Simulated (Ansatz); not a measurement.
Program: Ansatz. Geometries: PBE0-D4/def2-TZVP. ΔE: electronic, gas phase. CCSD(T)/CBS is the MP2 limit (def2-TZVPP, def2-QZVPP) plus CCSD(T) − MP2 in def2-TZVPP, frozen cores. Functionals use def2-TZVPP. For Sc outer-core shells are correlated without core-valence functions, which leaves a few kJ/mol of doubt a bond. Scalar relativity is left out up to krypton. Each species was taken in one conformer, which may not be the lowest.

`[F][Sc]([F])[O][SiH3]` + `FC1NCO1` → `FC1OCN1[SiH3]` + `[OH][Sc]([F])[F]`  (ligand exchange at the Si–O bond)

`[F][Sc]([F])[O][SiH3]`:

Cartesian coordinates in Å:
```
F -2.510 2.002 0.680
Sc -1.723 0.345 0.852
F -2.562 -0.971 1.832
O -0.067 0.000 0.033
Si 1.376 -0.280 -0.682
H 1.349 0.194 -2.091
H 1.685 -1.735 -0.672
H 2.451 0.443 0.049
```

`FC1NCO1`:

```xyz
9

F     1.212   -1.092   -1.372
C     0.128   -0.468   -0.844
N    -0.034   -0.682    0.564
C     0.033    0.772    0.701
O     0.348    0.905   -0.688
H    -0.714   -0.713   -1.505
H    -0.898   -1.123    0.843
H    -0.913    1.263    0.954
H     0.838    1.137    1.346
```

`FC1OCN1[SiH3]`:

```xyz
12

F     0.186   -2.158   -0.028
C    -0.064   -1.114    0.831
O     1.080   -0.741    1.534
C     1.075    0.514    0.843
N    -0.172    0.152    0.188
Si   -0.876    0.596   -1.327
H    -0.894   -1.449    1.462
H     0.996    1.356    1.537
H     1.948    0.634    0.189
H    -0.064    0.200   -2.509
H    -2.202   -0.064   -1.391
H    -1.012    2.074   -1.330
```

`[OH][Sc]([F])[F]`:

Cartesian coordinates in Å:
```
O -0.986 -0.600 0.593
Sc 0.421 0.256 -0.253
F 0.109 1.642 -1.433
F 2.166 -0.259 0.066
H -1.711 -1.039 1.027
```

Question: Is it downhill or uphill in electronic energy at CCSD(T)/CBS, and by how much? (An estimate is asked.)

Answer: Computed: Uphill: ΔE = +15.0 kcal/mol.

Question: What do these levels give: PBE-D4, PBE0-D4, ωB97X-V, ωB97M-V, PBE, PBE0, HF/def2-TZVPP, HF/def2-QZVPP, MP2/def2-QZVPP, HF/CBS(def2), MP2/CBS(def2), CCSD/CBS(def2)? (An estimate is asked.)

Answer: Ansatz gave: PBE-D4 12.7, PBE0-D4 13.5, ωB97X-V 14.0, ωB97M-V 13.8, PBE 13.6, PBE0 14.3, HF/def2-TZVPP 17.9, HF/def2-QZVPP 18.3, MP2/def2-QZVPP 14.4, HF/CBS(def2) 18.3, MP2/CBS(def2) 14.3, CCSD/CBS(def2) 15.4 kcal/mol.

Largest T1 diagnostic among the species: 0.017.

The D4 term adds −1.4 kcal/mol with B3LYP and −0.8 kcal/mol with PBE0; it sums over pairs of atoms, weighted by their polarisabilities, and B3LYP, whose exchange is more repulsive, gets the larger term. In def2-TZVPP, CCSD(T) changes the Hartree–Fock value by −3.1 kcal/mol (the triples alone add −0.4 kcal/mol) and MP2 by −3.8 kcal/mol.

B3LYP here is the variant with VWN-RPA as its local correlation; programs differ in this.
